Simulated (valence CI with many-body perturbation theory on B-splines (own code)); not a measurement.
# Se XXI in brief

Computed by configuration interaction combined with many-body perturbation theory (CI+MBPT): four valence electrons over a frozen Dirac-Fock core [Ne], a basis of 9 s, 9 p, 8 d, 6 f, 3 g, 1 h functions for each j, with the one-electron correlation potential Σ1, the two-electron term Σ2, the three-electron term Σ3, Breit, model QED; selected CI, second order for the rest, scaled by the run's own slope (own B-spline code, finite nucleus).

No measured levels were compared; by estimate levels of excited configurations hold to 0.05 to 0.15 % of their energy, terms of the ground configuration to about 0.5 %.

Names give the largest LS component (configuration and term), which can be under half, so a name can repeat, a term be missing and a line seem to break the LS rules; names also repeat where a configuration has a term twice.

Rates and lifetimes use the calculated energies. Strong lines usually hold to 10 to 20 %, long lifetimes can be off by a factor of two.

Q: What is the ground level?

A: 3s²3p² ³P_0, composition 86 % 3s²3p² ³P + 12 % 3s²3p² ¹S.

Q: Name the longest-lived excited levels whose lifetime is computed, and their main decay.

A: 3s²3p² ³P_2 at 71770 cm⁻¹ lives 9.38 ms, mostly by M1 to 3s²3p² ³P_1; 3s²3p² ³P_1 at 48947 cm⁻¹ lives 538 μs, mostly by M1 to 3s²3p² ³P_0; 3s²3p² ¹D_2 at 142590 cm⁻¹ lives 140 μs, mostly by M1 to 3s²3p² ³P_1. The lifetime of 3s²3p3d ³F°_4 is too uncertain to give, and may be longer.

Q: What is the ionisation energy?

A: 844.83 eV; NIST lists 845.8 ± 2 eV (semi-empirical).

Q: What are the static dipole polarisabilities of the lowest levels?

A: 3s²3p² ³P_0 0.0976; 3s²3p² ³P_1 0.100 (tensor 0.0045); 3s²3p² ³P_2 0.100 (tensor 0.00031); 3s²3p² ¹D_2 0.102 (tensor 0.0091) bohr³, of which the core gives 0.00157.

Q: How well does LS coupling describe the low levels?

A: Among the lowest 20 levels the leading LS term, summed over configurations, holds 79 % on average. For single configurations the figures are 72 % in LS and 71 % in jj coupling. Terms mix most in the J = 2 level at 594630 cm⁻¹, where the leading one holds 46 %.
